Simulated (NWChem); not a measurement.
Species: phosphorus nitride (PN); SMILES N#P

```xyz
2

N      0.0000     0.0000     1.0126
P      0.0000     0.0000    -0.4822
```
Atoms are numbered in this order, from 1.

Computed with NWChem. Structure relaxed at the B3LYP/6-31G* (spherical d) level. Solvent water, SMD (1 M gas to 1 M solution), gas-phase geometry. Reactions with the solvent are ignored.

### Question
Taking PBE0/cc-pVQZ as the yardstick, which of these has the fewest basis functions while keeping “solvation free energy (kcal/mol)” within 1.0 kcal/mol of it: PBE0/aug-cc-pVTZ; PBE0/aug-cc-pVDZ; PBE0/cc-pVDZ; PBE0/cc-pVTZ?

### Answer
PBE0/aug-cc-pVDZ.
```
level             basis functions  solvation free energy (kcal/mol)  relative time (rough)
----------------  ---------------  --------------------------------  ---------------------
PBE0/cc-pVDZ                   32                              -4.4                      1
PBE0/aug-cc-pVDZ               50                              -5.4                      1
PBE0/cc-pVTZ                   64                              -5.3                      2
PBE0/aug-cc-pVTZ               96                              -5.7                      6
PBE0/cc-pVQZ                  114                              -5.6                      9
```

The yardstick is one finite set, not the basis-set limit.
